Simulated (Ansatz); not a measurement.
Two isomers of C4H2F4: A = `F/C=C(F)/C(F)=C/F`, B = `F/C=C/C(F)=C(F)F`.

Gas-phase electronic energies from Ansatz, PBE0-D4/def2-TZVP geometries. CBS: MP2 limit from def2 TZ/QZ plus the TZ coupled-cluster correction, frozen cores. Double bonds are as drawn, so ΔE can hold a change between cis and trans. DFT in def2-TZVPP. B3LYP here is the variant with VWN-RPA as its local correlation; programs differ in this. Each species was taken in one conformer, which may not be the lowest.

(1) Which is lower in electronic energy at CCSD(T)/CBS, and by how much? (Estimate.)

(2) Give E(B) − E(A) in kcal/mol with CCSD(T)/def2-TZVPP, ωB97M-V, B3LYP, B2PLYP, PBE0-D4, CCSD(T)/def2-SVP, LDA (SPW92). (An estimate is asked.)

(3) Does the order hold for the free energy at 298.15 K (harmonic terms from PBE0-D4)? (Estimate.)

Largest T1 diagnostic: 0.013.

Answers

(1) Computed: B, by 5.3 kcal/mol.

(2) The calculation gave: CCSD(T)/def2-TZVPP -5.6, ωB97M-V -5.8, B3LYP -5.5, B2PLYP -5.7, PBE0-D4 -6.2, CCSD(T)/def2-SVP -7.2, LDA (SPW92) -7.1. None reverses the order clearly.

(3) Computed: Yes: G(B) − G(A) = -5.8 kcal/mol, for one conformer each.

At CCSD(T), def2-SVP lies −1.9 kcal/mol from the extrapolated value and def2-TZVPP −0.3 kcal/mol. Leaving LDA and LC-ωPBE aside and taking each functional with its dispersion term where it has one, the values, not all of them listed here, spread over 1.1 kcal/mol, from r2SCAN0-D4 to BLYP-D4. LDA lies −0.8 kcal/mol from PBE without D4.
